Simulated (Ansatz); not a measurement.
`c1ccc(-c2ccc(-c3ccc(-c4cccnc4)nc3)nc2)nc1` with charge -1. Total charge -1; doublet. Geometry PBE-D4/def2-SVP, that of the neutral singlet; atoms count from 1.

```xyz
38

C    -4.9304    5.5666    1.8605
C    -3.8810    5.8497    0.9748
C    -2.9830    4.8314    0.6370
C    -3.1566    3.5446    1.1982
C    -2.2482    2.4115    0.8910
C    -2.4667    1.1474    1.4791
C    -1.6104    0.0879    1.1864
C    -0.5271    0.2937    0.2997
C     0.4263   -0.7806   -0.0610
C     0.3501   -2.0970    0.4395
C     1.2930   -3.0472    0.0457
C     2.3177   -2.6771   -0.8550
C     3.3580   -3.6277   -1.3225
C     4.3541   -3.1921   -2.2234
C     5.3278   -4.0955   -2.6564
C     5.2811   -5.4154   -2.1764
N     4.3448   -5.8545   -1.3200
C     3.4168   -4.9798   -0.9113
N     2.3957   -1.4158   -1.3382
C     1.4917   -0.5146   -0.9572
N    -0.3146    1.5039   -0.2663
C    -1.1387    2.5109    0.0197
N    -4.1711    3.2801    2.0523
C    -5.0230    4.2600    2.3686
H    -5.6601    6.3358    2.1533
H    -3.7608    6.8572    0.5482
H    -2.1562    5.0384   -0.0563
H    -3.3210    1.0350    2.1621
H    -1.7861   -0.8942    1.6472
H    -0.4451   -2.3910    1.1401
H     1.2283   -4.0708    0.4393
H     4.3283   -2.1444   -2.5565
H     6.1167   -3.7851   -3.3582
H     6.0364   -6.1546   -2.4992
H     2.6670   -5.3826   -0.2075
H     1.5823    0.5043   -1.3688
H    -0.9023    3.4674   -0.4790
H    -5.8339    3.9942    3.0708
```

Single mean-field runs in def2-TZVP are fitted with def2-universal-jkfit.

Estimate the Mulliken populations of the heavy atoms from the PBE0/def2-TZVP orbitals of Ansatz.


```
atom  charge (e)  spin (α − β)
  C1       -0.15          0.12
  C2       -0.12         -0.01
  C3       -0.24          0.04
  C4        0.23          0.03
  C5        0.05          0.11
  C6       -0.24          0.06
  C7       -0.21          0.01
  C8        0.24          0.13
  C9        0.07          0.04
 C10       -0.20          0.12
 C11       -0.22         -0.05
 C12        0.29          0.17
 C13        0.01         -0.03
 C14       -0.23          0.09
 C15       -0.08         -0.05
 C16       -0.08          0.12
 N17       -0.22         -0.04
 C18       -0.11          0.07
 N19       -0.23         -0.01
 C20       -0.17          0.05
 N21       -0.23          0.03
 C22       -0.13          0.00
 N23       -0.24          0.07
 C24       -0.09         -0.04
```
Mulliken values depend strongly on the basis.

Where does the spin sit?

Summed by element: C 0.98, N 0.06, H -0.04, of 1 unpaired in all. Largest on single atoms: C12 0.17, C8 0.13, C1 0.12.

And the Mayer bond orders between heavy atoms (over 0.3)?

C1–C2 1.36 (1.40 Å); C1–C24 1.38 (1.40 Å); C2–C3 1.53 (1.40 Å); C3–C4 1.32 (1.41 Å); C4–C5 1.08 (1.48 Å); C4–N23 1.33 (1.35 Å); C5–C6 1.25 (1.41 Å); C5–C22 1.26 (1.41 Å); C6–C7 1.51 (1.39 Å); C7–C8 1.27 (1.41 Å); C8–C9 1.13 (1.48 Å); C8–N21 1.26 (1.35 Å); C9–C10 1.25 (1.41 Å); C9–C20 1.26 (1.42 Å); C10–C11 1.52 (1.40 Å); C11–C12 1.27 (1.41 Å); C12–C13 1.04 (1.48 Å); C12–N19 1.29 (1.35 Å); C13–C14 1.35 (1.41 Å); C13–C18 1.31 (1.41 Å); C14–C15 1.49 (1.40 Å); C15–C16 1.37 (1.41 Å); C16–N17 1.47 (1.34 Å); N17–C18 1.56 (1.34 Å); N19–C20 1.64 (1.33 Å); N21–C22 1.68 (1.33 Å); N23–C24 1.58 (1.34 Å).
